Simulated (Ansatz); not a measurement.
Isolated molecules relaxed with PBE0-D4/def2-TZVP in Ansatz; ΔE leaves out vibrations. CCSD(T)/CBS adds triple-zeta CCSD(T) − MP2 to the extrapolated MP2 energy (def2 sets, frozen cores). This one scheme is used for every species. DFT in def2-TZVPP. Each species was taken in one conformer, which may not be the lowest.

`CO[SiH](C)N` + H₂O → `C[SiH](N)O` + CH₃OH  (formal hydrolysis of the Si–O bond)

```csv
level,ΔE (kJ/mol),difference from CCSD(T)/CBS
revPBE-D4,1.9,-0.6
B97M-V,-0.1,-2.6
PBE0-D4,0.3,-2.2
BHLYP-D4,1.4,-1.1
CAM-B3LYP-D4,0.4,-2.1
r2SCAN,-1.9,-4.4
r2SCANh,-1.8,-4.3
CCSD/def2-SVP,0.9,-1.6
CCSD(T)/def2-TZVPP,1.7,-0.8
MP2/CBS(def2),3.4,0.9
CCSD(T)/CBS,2.5,0
```

Largest T1 diagnostic among the species: 0.010.

In def2-TZVPP, CCSD(T) changes the Hartree–Fock value by +6.5 kJ/mol (the triples alone add +1.1 kJ/mol) and MP2 by +7.4 kJ/mol. The D4 term adds +6.0 kJ/mol with B3LYP and +3.6 kJ/mol with PBE0; it sums over pairs of atoms, weighted by their polarisabilities, and B3LYP, whose exchange is more repulsive, gets the larger term. Leaving LDA and LC-ωPBE aside and taking each functional with its dispersion term where it has one, the values, not all of them listed here, spread over 3.7 kJ/mol, from B2PLYP to revPBE-D4. LDA lies +3.9 kJ/mol from PBE without D4.

CCSD(T)/CBS has its own doubt, a few kJ/mol and more with outer-core shells, so smaller differences from it don't rank the levels.

B3LYP here is the variant with VWN-RPA as its local correlation; programs differ in this.
